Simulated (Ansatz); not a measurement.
Reaction (ligand exchange at the Si–O bond): `FCO[SiH2][SeH]` + `N[SiH3]` → `[SiH3]N[SiH2][SeH]` + `OCF`

Calculated with Ansatz (gas phase, PBE0-D4/def2-TZVP geometries, no zero-point term in ΔE). CCSD(T)/CBS is the MP2 limit (def2-TZVPP, def2-QZVPP) plus CCSD(T) − MP2 in def2-TZVPP, frozen cores. This one scheme is used for every species. Functionals use def2-TZVPP. For Se outer-core shells are correlated without core-valence functions, which leaves a few kJ/mol of doubt a bond. Scalar relativity is left out up to krypton. Each species was taken in one conformer, which may not be the lowest.

```tsv
species	B2PLYP energy (Eh)
`FCO[SiH2][SeH]`	-2906.75607
`N[SiH3]`	-347.13338
`[SiH3]N[SiH2][SeH]`	-3038.94924
`OCF`	-214.92862
```

(1) Work out ΔE.

Largest T1 diagnostic among the species: 0.011.

## Answers

(1) ΔE = (-3038.94924) + (-214.92862) − (-2906.75607) − (-347.13338) = 0.01159 Eh = +0.32 eV. CCSD(T)/CBS gives +0.27 eV.

In def2-TZVPP, CCSD(T) changes the Hartree–Fock value by −0.08 eV (the triples alone add −0.01 eV) and MP2 by −0.08 eV. The D4 term adds −0.04 eV with B3LYP and −0.03 eV with PBE0; it sums over pairs of atoms, weighted by their polarisabilities, and B3LYP, whose exchange is more repulsive, gets the larger term.

B3LYP here is the variant with VWN-RPA as its local correlation; programs differ in this.
